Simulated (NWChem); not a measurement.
System: C₄H₄F₂; SMILES CC(F)=C=CF

Results from NWChem. All runs use the structure optimised with PBE0/def2-SVP. B3LYP is NWChem's, with the RPA form of VWN correlation. Total energies of different functionals are on different scales.

```json
[
 {"level": "PBE/def2-SVP", "energy (Ha)": "-353.7848", "highest occupied level (eV)": "-6.25", "orbital gap (eV)": "5.23", "dipole (D)": "1.88", "relative time": "1"},
 {"level": "B3LYP/def2-SVP", "energy (Ha)": "-354.1716", "highest occupied level (eV)": "-7.32", "orbital gap (eV)": "7.04", "dipole (D)": "2.03", "relative time": "1"},
 {"level": "LDA (Slater exchange, VWN5)/def2-SVP", "energy (Ha)": "-351.4847", "highest occupied level (eV)": "-6.42", "orbital gap (eV)": "5.18", "dipole (D)": "1.98", "relative time": "1"},
 {"level": "PBE0/def2-SVP", "energy (Ha)": "-353.7946", "highest occupied level (eV)": "-7.60", "orbital gap (eV)": "7.50", "dipole (D)": "2.10", "relative time": "1"},
 {"level": "PW6B95/def2-SVP", "energy (Ha)": "-354.5755", "highest occupied level (eV)": "-7.70", "orbital gap (eV)": "7.67", "dipole (D)": "2.10", "relative time": "1"},
 {"level": "CAM-B3LYP/def2-SVP", "energy (Ha)": "-354.0325", "highest occupied level (eV)": "-8.90", "orbital gap (eV)": "10.02", "dipole (D)": "2.08", "relative time": "4"}
]
```

Relative times are rough (shared machine, one core).
